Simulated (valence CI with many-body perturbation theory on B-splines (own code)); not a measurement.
**E1 line list for Nd55+**

Computed by configuration interaction combined with many-body perturbation theory (CI+MBPT): three valence electrons over a frozen Dirac-Fock core [He], a basis of 11 s, 11 p, 10 d, 8 f, 5 g, 2 h functions for each j, with the one-electron correlation potential Σ1 (screened to all orders), the two-electron term Σ2, the three-electron term Σ3, Breit, model QED; selected single and double excitations, second order for the rest, scaled by the run's own slope (own B-spline code, finite nucleus).

The last digits are not significant, and no measured levels were compared; by estimate large intervals hold to a few tenths of a per cent, small ones and those within an open d or f shell to about a per cent.

Lines 51 to 100 of 561 in falling wavelength, among levels below 699.10 Ry, chosen from the strongest by gf and those to the six lowest levels. Wavelengths and rates use the calculated energies. Electric multipoles are in the length gauge, E1 and E2 with the static RPA response of the core. Weak lines are less certain than strong ones. Lines between different terms over intervals too small for the method are left out, as are lines whose strength nearly cancels. The highest levels of a list are the least certain.

Levels are named by their leading jj configuration (3d3/2^4 stands for four electrons in 3d with j = 3/2), which in mixed levels can hold well under half, so a name can repeat and another be missing. Letters in brackets count levels of one name in rising energy.

| λ vac (nm) | Upper | Lower | A (s⁻¹) | S (a.u.) with core polarisation | S without |
| --- | --- | --- | --- | --- | --- |
| 12.70 | (2s 2p1/2 4p3/2) J=3/2 [b] | (2s 2p1/2 4s) J=3/2 | 2.14e+10 | 8.68e-02 | 8.68e-02 |
| 12.67 | (2p1/2 2p3/2 3d5/2) J=5/2 [a] | (2p1/2 2p3/2 3p3/2) J=3/2 [a] | 9.01e+09 | 5.42e-02 | 5.42e-02 |
| 12.52 | (2s 2p1/2 3d5/2) J=5/2 [b] | (2s 2p1/2 3p3/2) J=3/2 [b] | 1.08e+10 | 6.31e-02 | 6.31e-02 |
| 9.887 | (2p3/2^2 3d5/2) J=5/2 [a] | (2p3/2^2 3p3/2) J=5/2 | 9.44e+09 | 2.70e-02 | 2.70e-02 |
| 9.247 | (2s 2p1/2 2p3/2) J=3/2 [a] | (2s^2 2p3/2) J=3/2 | 5.50e+08 | 8.59e-04 | 8.60e-04 |
| 8.586 | (2p1/2 2p3/2 3p3/2) J=7/2 | (2s 2p3/2 3p3/2) J=5/2 [b] | 1.64e+10 | 4.09e-02 | 4.10e-02 |
| 8.140 | (2s 2p1/2 3p3/2) J=5/2 | (2s^2 3p3/2) J=3/2 | 1.37e+10 | 2.19e-02 | 2.19e-02 |
| 7.333 | (2s 2p1/2 2p3/2) J=5/2 | (2s^2 2p3/2) J=3/2 | 5.31e+09 | 6.20e-03 | 6.21e-03 |
| 6.691 | (2p1/2^2 3d3/2) J=3/2 | (2s 2p1/2 3d3/2) J=1/2 | 3.81e+10 | 2.25e-02 | 2.26e-02 |
| 6.449 | (2s 2p1/2^2) J=1/2 | (2s^2 2p1/2) J=1/2 | 1.33e+10 | 3.53e-03 | 3.54e-03 |
| 6.403 | (2p1/2^2 3p3/2) J=3/2 | (2s 2p1/2 3p3/2) J=1/2 | 8.23e+10 | 4.26e-02 | 4.27e-02 |
| 6.392 | (2p1/2 2p3/2 3p3/2) J=7/2 | (2s 2p3/2 3p3/2) J=5/2 [a] | 3.69e+10 | 3.81e-02 | 3.81e-02 |
| 6.361 | (2p1/2 2p3/2 3d3/2) J=5/2 [b] | (2p1/2 2p3/2 3p1/2) J=3/2 [b] | 4.49e+10 | 3.42e-02 | 3.42e-02 |
| 6.291 | (2p1/2 2p3/2 3p3/2) J=3/2 [a] | (2s 2p3/2 3p3/2) J=3/2 [a] | 6.32e+10 | 3.11e-02 | 3.11e-02 |
| 6.216 | (2s 2p1/2 3d3/2) J=3/2 [b] | (2s 2p1/2 3p1/2) J=1/2 [b] | 4.70e+10 | 2.23e-02 | 2.23e-02 |
| 6.195 | (2p1/2 2p3/2 3d3/2) J=3/2 [b] | (2p1/2 2p3/2 3p1/2) J=3/2 [b] | 5.97e+10 | 2.80e-02 | 2.80e-02 |
| 6.107 | (2p1/2^2 4f7/2) J=7/2 | (2s 2p1/2 4f7/2) J=9/2 | 2.13e+10 | 1.92e-02 | 1.92e-02 |
| 6.072 | (2p1/2^2 2p3/2) J=3/2 | (2s 2p1/2 2p3/2) J=1/2 | 9.88e+09 | 4.36e-03 | 4.37e-03 |
| 6.063 | (2p1/2 2p3/2 3p3/2) J=5/2 [a] | (2p1/2 2p3/2 3s) J=3/2 [b] | 2.66e+10 | 1.76e-02 | 1.76e-02 |
| 6.049 | (2p1/2 2p3/2 3d3/2) J=7/2 | (2s 2p3/2 3d3/2) J=5/2 [a] | 4.39e+10 | 3.84e-02 | 3.84e-02 |
| 6.017 | (2p1/2^2 4d5/2) J=5/2 | (2s 2p1/2 4d5/2) J=7/2 | 2.65e+10 | 1.71e-02 | 1.71e-02 |
| 5.988 | (2p3/2^2 3p3/2) J=5/2 | (2p3/2^2 3s) J=3/2 | 7.06e+10 | 4.49e-02 | 4.49e-02 |
| 5.961 | (2p1/2 2p3/2 3d5/2) J=7/2 [a] | (2s 2p3/2 3d5/2) J=9/2 | 1.88e+10 | 1.58e-02 | 1.58e-02 |
| 5.960 | (2p3/2^2 3d3/2) J=3/2 [b] | (2p3/2^2 3p1/2) J=1/2 | 7.09e+10 | 2.96e-02 | 2.96e-02 |
| 5.955 | (2p1/2 2p3/2 3d3/2) J=1/2 [b] | (2p1/2 2p3/2 3p1/2) J=3/2 [b] | 7.69e+10 | 1.60e-02 | 1.60e-02 |
| 5.942 | (2p3/2^2 3p3/2) J=1/2 | (2p3/2^2 3s) J=3/2 | 1.45e+11 | 3.00e-02 | 3.00e-02 |
| 5.921 | (2s 2p1/2 3d3/2) J=1/2 | (2s 2p1/2 3p1/2) J=1/2 [b] | 9.63e+10 | 1.97e-02 | 1.97e-02 |
| 5.908 | (2p3/2^2 3d3/2) J=5/2 | (2p3/2^2 3p1/2) J=5/2 | 5.32e+10 | 3.25e-02 | 3.25e-02 |
| 5.880 | (2p3/2^2 3d3/2) J=3/2 [a] | (2p3/2^2 3p1/2) J=3/2 | 8.21e+10 | 3.29e-02 | 3.29e-02 |
| 5.857 | (2p3/2^2 3d3/2) J=7/2 | (2p3/2^2 3p1/2) J=5/2 | 1.07e+11 | 8.46e-02 | 8.46e-02 |
| 5.838 | (2p3/2^2 3d3/2) J=5/2 | (2p3/2^2 3p1/2) J=3/2 | 4.87e+10 | 2.87e-02 | 2.87e-02 |
| 5.821 | (2s 2p3/2 3d3/2) J=5/2 [a] | (2s 2p3/2 3p1/2) J=5/2 | 6.62e+10 | 3.87e-02 | 3.87e-02 |
| 5.819 | (2p1/2^2 3d5/2) J=5/2 | (2s 2p1/2 3d5/2) J=7/2 | 2.94e+10 | 1.72e-02 | 1.72e-02 |
| 5.818 | (2s 2p3/2 3d3/2) J=7/2 | (2s 2p3/2 3p1/2) J=5/2 | 9.37e+10 | 7.29e-02 | 7.29e-02 |
| 5.780 | (2s 2p3/2 3d3/2) J=5/2 [b] | (2s 2p3/2 3p1/2) J=3/2 [b] | 1.11e+11 | 6.36e-02 | 6.36e-02 |
| 5.777 | (2s 2p1/2 3d3/2) J=3/2 [a] | (2s 2p1/2 3p1/2) J=1/2 [a] | 9.97e+10 | 3.79e-02 | 3.79e-02 |
| 5.755 | (2p1/2 2p3/2 3p3/2) J=5/2 [b] | (2s 2p3/2 3p3/2) J=5/2 [a] | 4.99e+10 | 2.81e-02 | 2.82e-02 |
| 5.754 | (2s 2p3/2 3d3/2) J=5/2 [a] | (2s 2p3/2 3p1/2) J=3/2 [a] | 3.51e+10 | 1.98e-02 | 1.98e-02 |
| 5.750 | (2p3/2^2 3d3/2) J=1/2 | (2p3/2^2 3p1/2) J=3/2 | 1.07e+11 | 2.01e-02 | 2.01e-02 |
| 5.733 | (2p3/2^2 3p3/2) J=5/2 | (2p3/2^2 3s) J=5/2 | 8.58e+10 | 4.79e-02 | 4.79e-02 |
| 5.731 | (2p3/2^2 3p3/2) J=7/2 | (2p3/2^2 3s) J=5/2 | 1.72e+11 | 1.28e-01 | 1.28e-01 |
| 5.729 | (2s 2p1/2 3d3/2) J=5/2 | (2s 2p1/2 3p1/2) J=3/2 | 9.53e+10 | 5.31e-02 | 5.31e-02 |
| 5.719 | (2p1/2 2p3/2 3d3/2) J=5/2 [a] | (2p1/2 2p3/2 3p1/2) J=3/2 [a] | 6.51e+10 | 3.61e-02 | 3.61e-02 |
| 5.714 | (2s 2p1/2 3p3/2) J=3/2 [b] | (2s 2p1/2 3s) J=1/2 [b] | 8.97e+10 | 3.30e-02 | 3.30e-02 |
| 5.712 | (2s^2 3d3/2) J=3/2 | (2s^2 3p1/2) J=1/2 | 1.07e+11 | 3.96e-02 | 3.96e-02 |
| 5.691 | (2s 2p3/2 3d3/2) J=3/2 [a] | (2s 2p3/2 3p1/2) J=3/2 [a] | 8.90e+10 | 3.24e-02 | 3.24e-02 |
| 5.630 | (2s 2p3/2 3d3/2) J=1/2 [a] | (2s 2p3/2 3p1/2) J=3/2 [a] | 1.36e+11 | 2.40e-02 | 2.41e-02 |
| 5.630 | (2p1/2 2p3/2 3d3/2) J=3/2 [a] | (2p1/2 2p3/2 3p1/2) J=1/2 | 5.23e+10 | 1.84e-02 | 1.84e-02 |
| 5.607 | (2p1/2 2p3/2 3d3/2) J=7/2 | (2p1/2 2p3/2 3p1/2) J=5/2 | 5.39e+10 | 3.75e-02 | 3.75e-02 |
| 5.581 | (2s 2p3/2 3p3/2) J=5/2 [b] | (2s 2p3/2 3s) J=3/2 [b] | 1.78e+11 | 9.16e-02 | 9.17e-02 |
